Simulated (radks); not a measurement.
Task: Species: Yb XLVI. Configuration: [Ne] 3s2 3p4 3d9 (not the ground configuration). Calculated with a radial shooting solver on a logarithmic mesh with Libxc functionals: Dirac Kohn-Sham, LDA (Slater exchange, Perdew-Wang correlation), spin-unpolarised, spherical densities, finite nucleus; open shells fill j = l - 1/2 first; Fermi nuclear charge, rms radius 5.3108 fm. Some entries of the table are withheld. Estimate them.

| orbital | occ. | eigenvalue (eV) | <r> (bohr) |
|---|---|---|---|
| 1s1/2 | 2 | -63586.15 | 0.01967 |
| 2s1/2 | 2 | -12744.84 | 0.08247 |
| 2p1/2 | 2 | -12292.77 | 0.06841 |
| 2p3/2 | 4 | -11236.11 | 0.07583 |
| 3s1/2 | 2 | (1) | 0.2092 |
| 3p1/2 | 2 | (2) | (3) |
| 3p3/2 | 2 | (4) | (5) |
| 3d3/2 | 4 | -3782.192 | 0.1834 |
| 3d5/2 | 5 | -3727.317 | 0.1872 |
| 4s1/2 | 0 | -2275.637 | (6) |
| 4p1/2 | 0 | -2193.770 | 0.4016 |
| 4p3/2 | 0 | -2107.287 | 0.4187 |

Result: 
(1) 3s1/2 eigenvalue (eV): -4533.487
(2) 3p1/2 eigenvalue (eV): -4340.919
(3) 3p1/2 <r> (bohr): 0.1983
(4) 3p3/2 eigenvalue (eV): -4097.748
(5) 3p3/2 <r> (bohr): 0.2107
(6) 4s1/2 <r> (bohr): 0.4074
